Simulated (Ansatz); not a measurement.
System: Si₂NH₆, charge 1, singlet. Si2NH6+ (parent SMILES [SiH2]N[SiH3], singlet).
B3LYP-D3(BJ)/def2-TZVP minimum from Ansatz (a first-principles code):
```
N
H 1 1.0183
Si 1 1.6398 2 116.58
H 3 1.4628 1 117.72 2 -180.00
H 3 1.4648 4 122.91 1 -180.00
Si 1 1.8218 2 114.54 3 180.00
H 6 1.4695 1 106.11 2 -60.50
H 6 1.4695 7 113.47 1 -116.13
H 6 1.4723 7 113.51 8 -131.55
```
Charge +1, spin multiplicity 1.

Total energies in aug-cc-pV(D+d)Z, 18 correlated electrons, 11 frozen orbitals. Radicals and triplets start from unrestricted determinants; spin-orbit coupling is neglected. Correlated methods leave the cores frozen. No relativity. The spin of H6NSi2+ (parent SMILES [SiH2]N[SiH3], singlet) was assumed, and the state is the lowest solution found for it.

| method | program | energy (Eh) | minus CCSDT(Q) (mEh) |
|---|---|---|---|
| HF | Ansatz | -635.60048 | 433.83 |
| MP2 | Ansatz | -635.97205 | 62.26 |
| CCSD | Ansatz | -636.01947 | 14.84 |
| CCSD(T) | Ansatz | -636.03226 | 2.05 |
| CCSDT(Q) | Ansatz | -636.03432 | 0.00 |

Rough core times of Ansatz's runs on a shared machine: CCSD(T) 30 s, CCSDT(Q) 80 min.
